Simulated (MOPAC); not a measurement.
MOPAC input (PM3):

```
PM3 FORCE THERMO(298,298) PRECISE LET GEO-OK AUX(PRECISION=9) THREADS=1
CHF

C    -0.56141745 1    0.42895560 1   -0.01724910 1
F     0.52685807 1   -0.25103641 1    0.01646329 1
H    -1.37259542 1   -0.31376799 1   -0.04465290 1
```

From the output:

```
     H    3   4.644578   0.871101   4.880572

          HEAT OF FORMATION =      35.247202 KCALS/MOLE

          ZERO POINT ENERGY       8.265 KCAL/MOL

           NORMAL COORDINATE ANALYSIS (Total motion = 1 Angstrom)

   Root No.       1         2         3

                 1 A'      2 A'      3 A'

                1239.0    1586.9    2955.7

   x  C    1   -0.0160    0.5163    0.0210
   y  C    1   -0.0785    0.0199   -0.0720
   z  C    1    0.0000   -0.0000    0.0000
   x  F    2   -0.0348   -0.3225    0.0012
   y  F    2    0.0394   -0.0050   -0.0013
   z  F    2   -0.0000    0.0000    0.0000
   x  H    3    0.8456   -0.0749   -0.2740
   y  H    3    0.1929   -0.1423    0.8816
   z  H    3   -0.0000    0.0000   -0.0000

           MASS-WEIGHTED COORDINATE ANALYSIS (NORMAL COORDINATES)

   Root No.       1         2         3

                 1 A'      2 A'      3 A'

                1239.0    1586.9    2955.7

   x  C    1   -0.0587    0.7841    0.0757
   y  C    1   -0.2887    0.0302   -0.2592
   z  C    1    0.0000   -0.0000    0.0000
   x  F    2   -0.1608   -0.6158    0.0056
   y  F    2    0.1822   -0.0096   -0.0057
   z  F    2   -0.0000    0.0000    0.0000
   x  H    3    0.9010   -0.0329   -0.2857
   y  H    3    0.2055   -0.0626    0.9194
   z  H    3   -0.0000    0.0000   -0.0000

          DESCRIPTION OF VIBRATIONS

 VIBRATION          1    1A'         ATOM PAIR     ENERGY CONTRIBUTION    RADIAL
 FREQUENCY          1239.01         C 1 -- H 3         +94.6% ( 94.9%)      4.1%
 TRANSITION DIPOLE   0.7049         C 1 -- F 2          +5.4% ( 22.6%)      4.5%
 TRAVEL (Ang.)       0.2470
 REDUCED MASS        0.8921
 EFFECTIVE MASS      2.2232
 FORCE CONSTANT      0.8069

 VIBRATION          2    2A'         ATOM PAIR     ENERGY CONTRIBUTION    RADIAL
 FREQUENCY          1586.86         C 1 -- F 2         +71.9% (100.0%)     99.9%
 TRANSITION DIPOLE   3.6815         C 1 -- H 3         +28.1% ( 62.5%)      2.5%
 TRAVEL (Ang.)       0.0764
 REDUCED MASS        7.2865
 EFFECTIVE MASS     14.4490
 FORCE CONSTANT     10.8105

 VIBRATION          3    3A'         ATOM PAIR     ENERGY CONTRIBUTION    RADIAL
 FREQUENCY          2955.75         C 1 -- H 3         +99.3% (100.0%)     99.9%
 TRANSITION DIPOLE   0.7180         C 1 -- F 2          +0.7% (  8.3%)      7.1%
 TRAVEL (Ang.)       0.1566
 REDUCED MASS        0.9300
 EFFECTIVE MASS      1.4098
 FORCE CONSTANT      4.7871

      SYMMETRY NUMBER FOR POINT-GROUP Cs  =  1

          SYSTEM IS A GROUND STATE

 CHF

          MOLECULE IS NOT LINEAR

          THERE ARE  3 GENUINE VIBRATIONS IN THIS SYSTEM
          THIS THERMODYNAMICS CALCULATION IS LIMITED TO
          MOLECULES WHICH HAVE NO INTERNAL ROTATIONS

                    CALCULATED THERMODYNAMIC PROPERTIES
                                          *
   TEMP. (K)   PARTITION FUNCTION   H.O.F.    ENTHALPY  HEAT CAPACITY ENTROPY
                                   KCAL/MOL   CAL/MOLE    CAL/K/MOL  CAL/K/MOL

 298.00  VIB.     0.1003D+01                    11.1038     0.2356     0.0432
         ROT.     0.1055D+04                   888.2803     2.9808    16.8143
         INT.     0.1058D+04                   899.3841     3.2164    16.8575
         TRA.     0.1751D+27                  1480.4672     4.9680    36.3209
         TOT.                       35.247    2379.8513     8.1844    53.1785

   *: NOTE: HEATS OF FORMATION ARE RELATIVE TO THE
            ELEMENTS IN THEIR STANDARD STATE AT 298K
              (=  Standard Enthalpy of Formation).

            Hvib:  Zero-point energy is not included.
                   frequencies of less than zero cm-1 are not included.
            Hrot = (3/2)RT
            Htra = (3/2)RT + pV = (5/2)RT

            Heat capacity is Cp, not Cv

          For more information, see: HTTP://OpenMOPAC.net/Manual/thermochemistry.html

           FORCE CONSTANT IN CARTESIAN COORDINATES (Millidynes/A)

    ATOM   CHEMICAL       X               Y               Z
   NUMBER   SYMBOL  FORCE CONSTANT  FORCE CONSTANT  FORCE CONSTANT

      1       C       11.346423        5.075218       -0.001185
      2       F       11.137533        0.577424        0.000377
      3       H        1.165245        4.430279       -0.002480

 **********************
 *                    *
 * JOB ENDED NORMALLY *
 *                    *
 **********************

 == MOPAC DONE ==
```
